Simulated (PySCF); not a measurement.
C7H11N (charge +1 and doublet state).
Cartesian coordinates in Å at the GFN2-xTB level; atoms count from 1:
```xyz
19
C7H11N angstrom
C     -2.0781    1.3384   -0.6919
C     -1.4576    0.2192   -0.2365
C     -2.1939   -1.0204    0.1089
C     -0.0210    0.2308   -0.0805
N      0.6948    1.2692   -0.3532
C      2.0603    1.0553   -0.1305
C      2.2291   -0.3852    0.3752
C      0.7970   -0.9278    0.4052
H     -3.1466    1.3719   -0.8282
H     -1.5132    2.2254   -0.9287
H     -1.8256   -1.8652   -0.4766
H     -3.2592   -0.9074   -0.0675
H     -2.0375   -1.2825    1.1575
H      2.4309    1.8223    0.5657
H      2.6044    1.2691   -1.0625
H      2.8728   -0.9625   -0.2896
H      2.6980   -0.4086    1.3599
H      0.4777   -1.2330    1.4057
H      0.6580   -1.7997   -0.2398
```

The hyperfine couplings belong to this conformer and change with its torsions.

As a line formula: `[CH2+][C](C)C1=NCCC1` [radical] (charge +1).

Theory: UKS B3LYP, pcH-1 on C H N, non-relativistic, mean-field spin-orbit, GIAO (PySCF 2.14.0). Geometry: GFN2-xTB, one conformer, isolated ion. A GFN2-xTB geometry isn't a minimum of the functional, and hyperfine couplings can be far from their values at a DFT geometry, by a factor of two or more for some ions and for spin on atoms past the first row. The SCF solution wasn't tested for stability.

The Mulliken spin populations are largest on C1 (+0.45), N5 (+0.35) and C2 (+0.11).

Q: Find Q in a(H) = Q·ρ(C) for the protons on the planar carbons that carry spin.

A: 
| H | C | ρ(C) | a(H) (G) | a/ρ (G) |
| --- | --- | --- | --- | --- |
| H9 | C1 | +0.449 | -10.49 | -23.4 |
| H10 | C1 | +0.449 | -10.33 | -23.0 |

These protons share one ρ (within 0.01), so their mean ratio, Q = -23.2 G, is no test of linearity.

Couplings in gauss use g_iso = 2.0051.

The SMILES draws the unpaired electron on C2; the largest computed Mulliken spin population is on C1 (0.45 against 0.11).
